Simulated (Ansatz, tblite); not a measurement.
Cost and result up the ladder for MoO2Br2 (MoBr₂O₂) (5 atoms). Charge 0, multiplicity 1. Geometry: B3LYP-D4/def2-SVP.

```xyz
5

Mo    0.129    0.039   -0.050
O     0.481    0.565   -1.599
O     1.566    0.046    0.809
Br   -0.742   -2.214   -0.144
Br   -1.435    1.564    0.983
```

Ansatz on 4 threads of AMD EPYC 7B13 on a shared host; xTB runs through tblite on one thread. Times are rough, summed over both states, and most runs start from the orbitals of an earlier one. No level here is sound enough to serve as a yardstick. The other state is a doublet.

In the def2 sets Mo takes a core potential; there is no spin–orbit coupling. The xTB rows come from tblite. HOMO above LUMO, or a gap near zero within one spin, warns that the state may not be the lowest or that an electron is smeared out.

Run but left out: HF/def2-SVP, MP2/def2-SVP, CCSD/def2-SVP, CCSD(T)/def2-SVP (singlet: restricted singlet, unstable towards broken spin symmetry).

Raw xTB energies of ions are shifted by several eV.

| level | functions | wall time | vertical IE (eV) | remarks |
| --- | --- | --- | --- | --- |
| GFN2-xTB | 35 | 0.018 s | 16.04 | – |
| GFN1-xTB | 35 | 0.057 s | 16.38 | – |
| PBE-D4/def2-TZVP | 198 | 12 s | 10.76 | gap within one spin near zero (+1 doublet) |
| PBE0-D4/def2-TZVP | 198 | 19 s | 11.16 | restricted SCF unstable in HF (singlet) |
